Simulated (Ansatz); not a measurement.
Cost against result

Saddle point of AlNH₆O₃, singlet (AlH₃O₃ ([OH][Al]([OH])[OH]) + NH₃ → AlNH₄O₂ ([NH2][Al]([OH])[OH]) + H₂O (still joined by a long Al–O bond); bonds formed: O2–H5; dative contacts that become bonds: Al1–N6; bonds broken: H5–N6; bonds weakened to dative contacts: Al1–O2), PBE0-D4/def2-TZVP structure:

Al1  (0.014, -0.362, 0.303)
O2  (1.025, -0.012, -1.267)
O3  (0.940, -0.566, 1.717)
O4  (-1.160, -1.482, -0.244)
H5  (0.460, 0.945, -1.064)
N6  (-0.394, 1.452, -0.007)
H7  (0.744, -0.452, -2.074)
H8  (1.389, -1.375, 1.951)
H9  (-1.671, -2.031, 0.345)
H10  (-1.336, 1.717, -0.259)
H11  (-0.010, 2.165, 0.597)
(Å)

Barriers are electronic and count from the start structure reached by relaxing down the imaginary mode.

Computed with Ansatz 0.2.0 (basis: as named in each row); correlated methods freeze the cores. B3LYP uses VWN-RPA correlation. Extrapolation: Hartree–Fock as exp(−7.88 √X), correlation as X^−2.97.

Times are rough, for one single point on 8 threads of a shared host (Arm Neoverse V2).

The estimate by CCSD(T) at an estimated basis limit (MP2 extrapolated from triple and quadruple zeta, plus CCSD(T) − MP2 in triple zeta) is 1.162 eV.

```json
{"method": "HF", "basis": "STO-3G", "time (s)": "under 1", "barrier (eV)": "0.586", "method less estimate": "-0.576"}
{"method": "PBE-D4", "basis": "STO-3G", "time (s)": "under 1", "barrier (eV)": "-0.565", "method less estimate": "-1.727"}
{"method": "SPW92", "basis": "def2-SVP", "time (s)": "under 1", "barrier (eV)": "0.547", "method less estimate": "-0.615"}
{"method": "B3LYP-D4", "basis": "6-31G", "time (s)": "under 1", "barrier (eV)": "1.007", "method less estimate": "-0.155"}
{"method": "PBE-D4", "basis": "def2-SVP", "time (s)": "under 1", "barrier (eV)": "0.749", "method less estimate": "-0.413"}
{"method": "PBE0-D4", "basis": "def2-SVP", "time (s)": "under 1", "barrier (eV)": "0.880", "method less estimate": "-0.281"}
{"method": "SPW92", "basis": "def2-TZVPP", "time (s)": "under 1", "barrier (eV)": "0.737", "method less estimate": "-0.425"}
{"method": "BLYP-D4", "basis": "def2-TZVPP", "time (s)": "1", "barrier (eV)": "1.026", "method less estimate": "-0.136"}
{"method": "PBE-D4", "basis": "def2-TZVPP", "time (s)": "1", "barrier (eV)": "0.924", "method less estimate": "-0.238"}
{"method": "B3LYP-D4", "basis": "def2-TZVPP", "time (s)": "2", "barrier (eV)": "1.097", "method less estimate": "-0.064"}
{"method": "BHLYP-D4", "basis": "def2-TZVPP", "time (s)": "2", "barrier (eV)": "1.226", "method less estimate": "0.064"}
{"method": "PBE0-D4", "basis": "def2-TZVPP", "time (s)": "2", "barrier (eV)": "1.028", "method less estimate": "-0.134"}
{"method": "CAM-B3LYP-D4", "basis": "def2-TZVPP", "time (s)": "2", "barrier (eV)": "1.104", "method less estimate": "-0.058"}
{"method": "wB97M-V", "basis": "def2-SVP", "time (s)": "2", "barrier (eV)": "0.929", "method less estimate": "-0.233"}
{"method": "r2SCAN-D4", "basis": "def2-TZVPP", "time (s)": "2", "barrier (eV)": "1.017", "method less estimate": "-0.145"}
{"method": "r2SCAN0-D4", "basis": "def2-TZVPP", "time (s)": "2", "barrier (eV)": "1.084", "method less estimate": "-0.077"}
{"method": "CCSD(T)", "basis": "def2-SVP", "time (s)": "3", "barrier (eV)": "1.058", "method less estimate": "-0.103"}
{"method": "B2PLYP", "basis": "def2-TZVPP", "time (s)": "3", "barrier (eV)": "1.123", "method less estimate": "-0.038"}
{"method": "PBE-QIDH", "basis": "def2-TZVPP", "time (s)": "3", "barrier (eV)": "1.104", "method less estimate": "-0.057"}
{"method": "RPA on PBE", "basis": "def2-TZVPP", "time (s)": "4", "barrier (eV)": "1.127", "method less estimate": "-0.035"}
{"method": "wB97X-V", "basis": "def2-TZVPP", "time (s)": "4", "barrier (eV)": "1.119", "method less estimate": "-0.043"}
{"method": "B97M-V", "basis": "def2-TZVPP", "time (s)": "4", "barrier (eV)": "1.154", "method less estimate": "-0.008"}
{"method": "wB97M-V", "basis": "def2-TZVPP", "time (s)": "5", "barrier (eV)": "1.105", "method less estimate": "-0.056"}
{"method": "MP2", "basis": "def2-QZVPP", "time (s)": "12", "barrier (eV)": "1.119", "method less estimate": "-0.043"}
{"method": "CCSD(T)", "basis": "def2-TZVPP", "time (s)": "92", "barrier (eV)": "1.142", "method less estimate": "-0.019"}
```

All methods are single points on the PBE0-D4 structures; a negative value means that the method puts the saddle structure below the start.

The T1 diagnostic stays at or below 0.012.

Labels in which every atom is bracketed show which atoms are joined, not bond orders.
